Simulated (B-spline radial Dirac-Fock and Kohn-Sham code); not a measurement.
## Compton profile of Re⁴⁸⁺

System: the Re⁴⁸⁺ ion, [Ar] 3d9.

The computed values come from a radial atomic solver: the impulse approximation on configuration-average Dirac-Fock orbitals. pz is in atomic units of momentum; subshell profiles are per electron, for a selection of subshells; open shells are spread over both j values by their weights.

| pz | J total | J 2p1/2 | J 3p1/2 | J 3d3/2 | J 3d5/2 |
| --- | --- | --- | --- | --- | --- |
| 0 | 0.9038 | 0.0173 | 0.0441 | 0.0304 | 0.0310 |
| 0.8 | 0.9009 | 0.0173 | 0.0441 | 0.0304 | 0.0310 |
| 1 | 0.8993 | 0.0173 | 0.0441 | 0.0304 | 0.0310 |
| 1.2 | 0.8973 | 0.0173 | 0.0441 | 0.0304 | 0.0310 |
| 1.4 | 0.8950 | 0.0173 | 0.0441 | 0.0304 | 0.0310 |
| 1.6 | 0.8924 | 0.0173 | 0.0441 | 0.0304 | 0.0310 |
| 1.8 | 0.8893 | 0.0173 | 0.0441 | 0.0304 | 0.0310 |
| 2 | 0.8860 | 0.0173 | 0.0440 | 0.0304 | 0.0310 |
| 2.5 | 0.8760 | 0.0173 | 0.0439 | 0.0304 | 0.0310 |
| 3 | 0.8638 | 0.0173 | 0.0436 | 0.0304 | 0.0310 |
| 4 | 0.8333 | 0.0172 | 0.0426 | 0.0303 | 0.0310 |
| 5 | 0.7950 | 0.0172 | 0.0407 | 0.0302 | 0.0308 |
| 7 | 0.7002 | 0.0171 | 0.0344 | 0.0293 | 0.0299 |
| 10 | 0.5393 | 0.0166 | 0.0214 | 0.0258 | 0.0260 |
| 15 | 0.3175 | 0.0148 | 0.00594 | 0.0157 | 0.0154 |
| 20 | 0.1881 | 0.0121 | 0.00202 | 0.00748 | 0.00713 |
| 30 | 0.07607 | 0.00660 | 0.00164 | 0.00135 | 0.00121 |
| 40 | 0.03606 | 0.00312 | 0.000967 | 0.000259 | 0.000219 |
| 60 | 0.01155 | 0.000681 | 0.000217 | 1.58e-05 | 1.18e-05 |
| 100 | 0.002327 | 5.82e-05 | 1.72e-05 | < 1e-6 | < 1e-6 |

J(0) = 0.9038. The 3p3/2 subshell gives the largest part, 21 %.

Mean momentum ⟨p⟩ by subshell (a.u.): 1s1/2 78.6, 2s1/2 28.2, 2p1/2 37.1, 2p3/2 32.7, 3s1/2 14.7, 3p1/2 17.5, 3p3/2 16.2, 3d3/2 19.4, 3d5/2 19.0.
